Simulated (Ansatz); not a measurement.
A nudged elastic band was laid between two geometries of CH₄AlClSi (8 atoms, charge 0, multiplicity 1).

Method: RKS PBE-D4/6-31G* (Ansatz 0.2.0).

```json
{
  "movable images": "9",
  "climbing image": "yes",
  "spring": "5.0 eV/Å²",
  "optimiser": "quadratic models (default)",
  "start path": "through a guess of the saddle point",
  "force threshold": "0.03 eV/Å",
  "iteration limit": "55",
  "end points": "relaxed"
}
```

Initial state:

```xyz
8
Properties=species:S:1:pos:R:3
Cl -3.046 1.714 0.513
Al -1.296 0.579 0.140
C 0.648 0.613 0.333
Si 0.180 -1.124 -0.502
H 1.213 0.577 1.278
H 1.173 1.287 -0.371
H 0.790 -1.404 -1.848
H 0.430 -2.300 0.401
```

Final state:

```xyz
8
Properties=species:S:1:pos:R:3
Cl -2.448 0.493 1.150
Al -0.484 1.278 0.861
C 0.764 0.231 -0.146
Si 0.359 -1.305 -0.828
H -0.193 2.704 1.511
H 1.784 0.607 -0.310
H 1.303 -2.151 -1.626
H -0.993 -1.915 -0.669
```

(1) What changes between the two ends?

(2) What energy profile does the band end with?

(3) What is the geometry of the highest image?

## Answers

(1) Bonds broken: Al2–Si4, C3–H5. Bonds formed: Al2–H5.

(2) The run converged. The highest image is number 6 of 0 to 10, 2.36 eV above the first end and 2.37 eV above the last; the last end lies 0.01 eV below the first. The profile has 2 maxima (images 3, 6) with wells between them (image 4): this band takes more than one step, which may be the mechanism or a detour left from its start path. Neighbouring images differ by up to 2.1 eV, so the band resolves the path poorly. A vibrational analysis at the climbing image gives one clearly imaginary mode, 835i cm⁻¹: a first-order saddle point. The orbitals stay closed-shell, which can raise the energy where a bond breaks towards radicals; this wasn't checked here.

```json
{"image": "0", "path coordinate (Å)": "0.00", "energy (eV)": "0.00", "Al2–Si4 (Å)": "2.34", "C3–H5 (Å)": "1.10", "Al2–H5 (Å)": "2.76"}
{"image": "1", "path coordinate (Å)": "0.84", "energy (eV)": "0.03", "Al2–Si4 (Å)": "2.34", "C3–H5 (Å)": "1.11", "Al2–H5 (Å)": "2.37"}
{"image": "2", "path coordinate (Å)": "1.67", "energy (eV)": "0.52", "Al2–Si4 (Å)": "2.29", "C3–H5 (Å)": "1.12", "Al2–H5 (Å)": "1.97"}
{"image": "3", "path coordinate (Å)": "2.50", "energy (eV)": "1.02", "Al2–Si4 (Å)": "2.26", "C3–H5 (Å)": "1.12", "Al2–H5 (Å)": "1.86"}
{"image": "4", "path coordinate (Å)": "3.34", "energy (eV)": "0.24", "Al2–Si4 (Å)": "2.32", "C3–H5 (Å)": "1.12", "Al2–H5 (Å)": "2.11"}
{"image": "5", "path coordinate (Å)": "4.17", "energy (eV)": "0.29", "Al2–Si4 (Å)": "2.32", "C3–H5 (Å)": "1.15", "Al2–H5 (Å)": "2.06"}
{"image": "6", "path coordinate (Å)": "5.01", "energy (eV)": "2.36", "Al2–Si4 (Å)": "2.43", "C3–H5 (Å)": "1.98", "Al2–H5 (Å)": "1.67"}
{"image": "7", "path coordinate (Å)": "5.87", "energy (eV)": "1.04", "Al2–Si4 (Å)": "2.82", "C3–H5 (Å)": "2.60", "Al2–H5 (Å)": "1.57"}
{"image": "8", "path coordinate (Å)": "6.74", "energy (eV)": "0.36", "Al2–Si4 (Å)": "3.05", "C3–H5 (Å)": "2.90", "Al2–H5 (Å)": "1.59"}
{"image": "9", "path coordinate (Å)": "7.61", "energy (eV)": "0.07", "Al2–Si4 (Å)": "3.19", "C3–H5 (Å)": "3.05", "Al2–H5 (Å)": "1.59"}
{"image": "10", "path coordinate (Å)": "8.47", "energy (eV)": "-0.01", "Al2–Si4 (Å)": "3.20", "C3–H5 (Å)": "3.13", "Al2–H5 (Å)": "1.59"}
```

(3) 
```xyz
8
Properties=species:S:1:pos:R:3
Cl -2.810 1.150 1.362
Al -0.946 0.672 0.502
C 0.939 0.119 0.450
Si 0.204 -1.031 -0.793
H 0.121 1.883 0.085
H 1.838 0.746 0.510
H 0.749 -1.302 -2.169
H -0.003 -2.293 -0.004
```

Time of the run: 8.4 min on 1 thread of Arm Neoverse V2, on a shared host, peak memory 0.12 GiB.
